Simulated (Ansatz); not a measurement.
Basis-set series for C2H6MgO2, SMILES `C[O][Mg][O]C`. Total charge 0; spin multiplicity 1. The structure was optimised at the PBE0-D4/def2-TZVP level. It is one conformer, not always the lowest.

| functional | basis | functions | energy (Eh) | HOMO (eV) | LUMO (eV) |
| --- | --- | --- | --- | --- | --- |
| PBE0-D4 | def2-SVP | 104 | -429.80000 | -6.99 | -0.94 |
| PBE0-D4 | def2-TZVPP | 240 | -430.13617 | -7.08 | -1.05 |
| ωB97M-V | def2-SVP | 104 | -430.05309 | -9.42 | 0.34 |
| ωB97M-V | def2-TZVPP | 240 | -430.39650 | -9.51 | 0.20 |

(1) Give the rows for def2-QZVPP. (Estimate.)

Results:

(1) Ansatz gave: 
```tsv
functional	basis	functions	energy (Eh)	HOMO (eV)	LUMO (eV)
PBE0-D4	def2-QZVPP	471	-430.16075	-7.09	-1.06
ωB97M-V	def2-QZVPP	471	-430.41965	-9.51	0.03
```

Positive LUMOs are unbound and depend on the basis.
